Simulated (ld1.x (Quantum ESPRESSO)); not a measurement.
## Ge, ultrasoft: configuration errors across variants

```
Element                 : Ge (Z = 32)
Generator               : ld1.x (Quantum ESPRESSO) 7.5
Type                    : ultrasoft
Functional              : LDA (PZ)
Relativity              : non-relativistic
Frozen core             : [Ne] 3s2
Valence charge          : 20
Reference configuration : 3p6 3d10 4s2 4p2
Partial waves           : 4s (bound): rcut 1.40, rcutus 1.75 bohr; 4s channel at 1.05 Ry: rcut 1.40, rcutus 1.75 bohr; 3p (bound): rcut 0.95, rcutus 1.05 bohr; 4p (bound): rcut 0.95, rcutus 1.05 bohr; 3d (bound): rcut 0.60, rcutus 0.85 bohr; 3d channel at -1.35 Ry: rcut 0.60, rcutus 0.85 bohr
Local potential         : all-electron potential smoothed inside 1.20 bohr (lloc = -1)
Core correction         : none
Augmentation charge     : PSQ, inside the norm-conserving radii
```

All-electron excitation energies from the reference (eV): (1) 3p6 3d10 4s2 4p1 7.665; (2) 3p6 3d10 4s2 4p0 23.387; (3) 3p6 3d10 4s1 4p0 58.054; (4) 3p6 3d10 4s1 4p2 16.018; (5) 3p5 3d10 4s2 4p2 124.270; (6) 3p6 3d10 4s0 4p0 103.973; (7) 3p6 3d10 4s2 4p2.3 -0.938; (8) 3p6 3d10 4s2 4p2 spin -0.561; (9) 3p6 3d10 4s2 4p1 spin 7.480.

Spin tests fill each open shell by Hund’s rule, majority spin first.

2 further variants failed, have other tests or too few solved ones, and are left out.

Errors AE − PS in meV (a dash: test not solved or not reliable):

```tsv
change	(1)	(2)	(3)	(4)	(5)	(6)	(7)	(8)	(9)	bound ghosts
base	-1.0	-9.8	-5.7	-1.5	-82	+3.4	0.0	+7.3	+2.0	none
all radii scaled by about 1.10 (s 1.92, p 1.16, d 0.94 bohr, rcut 1.54/1.04/0.66); local potential all-electron potential smoothed inside 1.32 bohr (lloc = -1)	–	–	–	–	–	–	–	–	–	none
all radii scaled by about 1.36 (s 2.38, p 1.42, d 1.16 bohr, rcut 1.90/1.28/0.82); local potential all-electron potential smoothed inside 1.62 bohr (lloc = -1)	-0.4	-2.1	+2.8	-10.0	-115	-20	0.0	+1.5	+0.3	none
```

Give the same row for: all radii scaled by about 1.27 (s 2.22, p 1.34, d 1.08 bohr, rcut 1.78/1.20/0.76); local potential all-electron potential smoothed inside 1.52 bohr (lloc = -1).

-0.4, -2.6, +3.4, -8.1, -104, -10, 0.0, +1.9, +0.4; bound ghosts: none.
